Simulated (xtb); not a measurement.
C4H4N (SMILES [c]1cc[nH]c1), doublet, geometry from GFN2-xTB; GFN0-xTB (xtb 6.7.1).

Here is a job for xtb.
```
$ xtb mol.xyz --gfn 0 --uhf 1 --json

# file mol.xyz
9

C      0.44026225    -1.15379884     0.13015778
C     -0.86976968    -0.81726522     0.01241725
N     -0.90895799     0.54555218    -0.10885629
C      0.35940770     1.03770577    -0.06606273
C      1.23745972    -0.00789219     0.08423391
H     -1.75826631    -1.41388996     0.00436430
H     -1.74315807     1.10039135    -0.21347371
H      0.55591284     2.08925840    -0.14432913
H      2.30405753     0.05287791     0.15095533
```

### Question
Predict the main parts of the log of this xtb run.

### Answer

```
   ID    Z sym.   atoms
    1    6 C      1, 2, 4, 5
    2    7 N      3
    3    1 H      6-9

           -------------------------------------------------
          |                Calculation Setup                |
           -------------------------------------------------

           -------------------------------------------------
          |                 G F N 0 - x T B                 |
           -------------------------------------------------

          ...................................................
          :                      SETUP                      :
          :.................................................:
          :  # basis functions                  28          :
          :  # atomic orbitals                  28          :
          :  # shells                           18          :
          :  # electrons                        25          :
          :  electronic temp.          300.0000000     K    :
          :  accuracy                    1.0000000          :
          :  -> integral cutoff          0.2500000E+02      :
          :  -> integral neglect         0.1000000E-07      :
          ...................................................

         :::::::::::::::::::::::::::::::::::::::::::::::::::::
         ::                     SUMMARY                     ::
         :::::::::::::::::::::::::::::::::::::::::::::::::::::
         :: total energy             -13.487035181080 Eh    ::
         :: gradient norm              0.033216230281 Eh/a0 ::
         :: HOMO-LUMO gap              4.126970741296 eV    ::
         ::.................................................::
         :: H0 energy                -13.649630071193 Eh    ::
         :: repulsion energy           0.233235628767 Eh    ::
         :: electrostat energy        -0.044760439813 Eh    ::
         :: -> Gsolv                   0.000000000000 Eh    ::
         ::    -> Gsasa                0.000000000000 Eh    ::
         ::    -> Gshift               0.000000000000 Eh    ::
         :: dispersion energy         -0.002249547351 Eh    ::
         :: short-range corr.         -0.023630751490 Eh    ::
         :: add. restraining           0.000000000000 Eh    ::
         :: total charge               0.000000000000 e     ::
         :::::::::::::::::::::::::::::::::::::::::::::::::::::

           -------------------------------------------------
          |                Property Printout                |
           -------------------------------------------------

    * Orbital Energies and Occupations

         #    Occupation            Energy/Eh            Energy/eV
      -------------------------------------------------------------
         1        2.0000           -0.7127247             -19.3942
         2        2.0000           -0.6449133             -17.5490
         3        2.0000           -0.6263957             -17.0451
         4        2.0000           -0.5952131             -16.1966
         5        2.0000           -0.5870918             -15.9756
         6        2.0000           -0.5711947             -15.5430
         7        2.0000           -0.5206919             -14.1687
         8        2.0000           -0.5189140             -14.1204
         9        2.0000           -0.5162052             -14.0467
        10        2.0000           -0.4957237             -13.4893
        11        2.0000           -0.4293384             -11.6829
        12        2.0000           -0.4120943             -11.2137
        13        1.0000           -0.3886286             -10.5751 (HOMO)
        14                         -0.2369652              -6.4482 (LUMO)
        15                         -0.1958381              -5.3290
        16                         -0.1393264              -3.7913
        17                         -0.1183628              -3.2208
        18                         -0.1152816              -3.1370
        19                         -0.1003428              -2.7305
        20                          0.0915600               2.4915
        21                          0.1024296               2.7873
        22                          0.1536220               4.1803
        23                          0.1939322               5.2772
        24                          0.2318545               6.3091
       ...                                ...                  ...
        28                          0.6462444              17.5852
      -------------------------------------------------------------
                  HL-Gap            0.1516634 Eh            4.1270 eV
             Fermi-level            0.0000000 Eh            0.0000 eV

     #   Z          covCN         q      C6AA      α(0)
     1   6 C        2.190    -0.112    34.364     9.470
     2   6 C        3.013     0.275    23.559     7.937
     3   7 N        2.829    -0.832    42.742     9.789
     4   6 C        3.069     0.238    24.220     8.045
     5   6 C        3.030    -0.087    31.743     9.213
     6   1 H        0.927     0.043     2.406     2.426
     7   1 H        0.860     0.337     0.612     1.225
     8   1 H        0.926     0.046     2.373     2.409
     9   1 H        0.926     0.092     1.859     2.132

 Mol. C6AA /au·bohr⁶  :       1090.516569
 Mol. C8AA /au·bohr⁸  :      26636.152309
 Mol. α(0) /au        :         52.646085

Wiberg/Mayer (AO) data.
largest (>0.10) Wiberg bond orders for each atom

 ---------------------------------------------------------------------------
     #   Z sym  total        # sym  WBO       # sym  WBO       # sym  WBO
 ---------------------------------------------------------------------------
     1   6 C    3.140 --     2 C    1.574     5 C    1.351     3 N    0.108
     2   6 C    3.936 --     1 C    1.574     3 N    1.219     6 H    0.972
                             4 C    0.115
     3   7 N    3.620 --     4 C    1.266     2 C    1.219     7 H    0.943
                             1 C    0.108
     4   6 C    3.941 --     5 C    1.506     3 N    1.266     8 H    0.970
                             2 C    0.115
     5   6 C    3.960 --     4 C    1.506     1 C    1.351     9 H    0.971
     6   1 H    0.990 --     2 C    0.972
     7   1 H    0.963 --     3 N    0.943
     8   1 H    0.986 --     4 C    0.970
     9   1 H    0.990 --     5 C    0.971
 ---------------------------------------------------------------------------

Topologies differ in total number of bonds
Writing topology from bond orders to xtbtopo.mol

 dipole moment from electron density (au)
     X       Y       Z
  -1.2144   1.1216  -0.1796  total (Debye):    4.227

           -------------------------------------------------
          | TOTAL ENERGY              -13.487035181080 Eh   |
          | GRADIENT NORM               0.033216230281 Eh/α |
          | HOMO-LUMO GAP               4.126970741296 eV   |
           -------------------------------------------------

normal termination of xtb
```
